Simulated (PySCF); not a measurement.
**How far are cheaper levels from CCSD(T)/CBS for ZnCl⁻?**

PySCF; the state is a singlet (closed shell). The composite is CCSD(T) extrapolated to the basis-set limit from two correlation-consistent sets, with core-valence (CV) and scalar-relativistic (SR) terms as its label shows; it has no spin–orbit coupling and nothing beyond (T). Here it is CCSD(T)/CBS(DT). It gives Re = 2.458 Å, ωe = 179 cm⁻¹ and De = 0.68 eV to Zn + Cl⁻.

```json
{"level": "RHF-MP2", "basis": "def2-TZVPPD", "relativity": "no relativity", "Re (Å)": "2.485", "ωe (cm⁻¹)": "176", "De (eV)": "0.67"}
{"level": "RHF-SCS-MP2", "basis": "def2-TZVPPD", "relativity": "no relativity", "Re (Å)": "2.516", "ωe (cm⁻¹)": "168", "De (eV)": "0.62"}
{"level": "RHF-CCSD(T)", "basis": "def2-TZVPPD", "relativity": "no relativity", "Re (Å)": "2.497", "ωe (cm⁻¹)": "178", "De (eV)": "0.68"}
{"level": "PBE", "basis": "def2-TZVPPD", "relativity": "no relativity", "Re (Å)": "2.522", "ωe (cm⁻¹)": "172", "De (eV)": "0.70"}
{"level": "PW91", "basis": "def2-TZVPPD", "relativity": "no relativity", "Re (Å)": "2.520", "ωe (cm⁻¹)": "172", "De (eV)": "0.71"}
{"level": "BP86", "basis": "def2-TZVPPD", "relativity": "no relativity", "Re (Å)": "2.526", "ωe (cm⁻¹)": "171", "De (eV)": "0.67"}
{"level": "r²SCAN", "basis": "def2-TZVPPD", "relativity": "no relativity", "Re (Å)": "2.456", "ωe (cm⁻¹)": "194", "De (eV)": "0.83"}
{"level": "PBE0", "basis": "aug-cc-pVDZ-PP/aug-cc-pV(D+d)Z", "relativity": "scalar-relativistic core potentials", "Re (Å)": "2.472", "ωe (cm⁻¹)": "182", "De (eV)": "0.75"}
{"level": "PBE0", "basis": "def2-TZVPPD", "relativity": "no relativity", "Re (Å)": "2.489", "ωe (cm⁻¹)": "181", "De (eV)": "0.73"}
{"level": "r²SCAN0", "basis": "def2-TZVPPD", "relativity": "no relativity", "Re (Å)": "2.453", "ωe (cm⁻¹)": "195", "De (eV)": "0.81"}
```

Question: Give the difference of each row from the composite.

Answer: 

```tsv
level	basis	ΔRe (pm)	Δωe (%)	ΔDe (eV)
RHF-MP2	def2-TZVPPD	+2.7	-1.7	-0.01
RHF-SCS-MP2	def2-TZVPPD	+5.8	-6.1	-0.06
RHF-CCSD(T)	def2-TZVPPD	+3.9	-0.6	+0.00
PBE	def2-TZVPPD	+6.4	-3.9	+0.02
PW91	def2-TZVPPD	+6.2	-3.9	+0.03
BP86	def2-TZVPPD	+6.8	-4.5	-0.01
r²SCAN	def2-TZVPPD	-0.2	+8.4	+0.15
PBE0	aug-cc-pVDZ-PP/aug-cc-pV(D+d)Z	+1.4	+1.7	+0.07
PBE0	def2-TZVPPD	+3.1	+1.1	+0.05
r²SCAN0	def2-TZVPPD	-0.5	+8.9	+0.13
```

Question: Which rows come closest in De?

Answer: RHF-MP2 in def2-TZVPPD (-0.01 eV); RHF-CCSD(T) in def2-TZVPPD (+0.00 eV); BP86 in def2-TZVPPD (-0.01 eV), counted from the composite.

Correlated steps freeze the inner cores (9 to 10 orbitals); shallow outer-core shells are correlated. For an ion De counts to the pair picked by the measured ionisation energies or electron affinities, which need not be the lowest pair at this level. The highest Kohn–Sham level is positive in some of these anions. Much of that is self-interaction error, but it also means that the finite basis helps to hold the extra electron. The CCSD T1 diagnostic is raised in ZnCl⁻, a sign that a single reference may not be enough there.
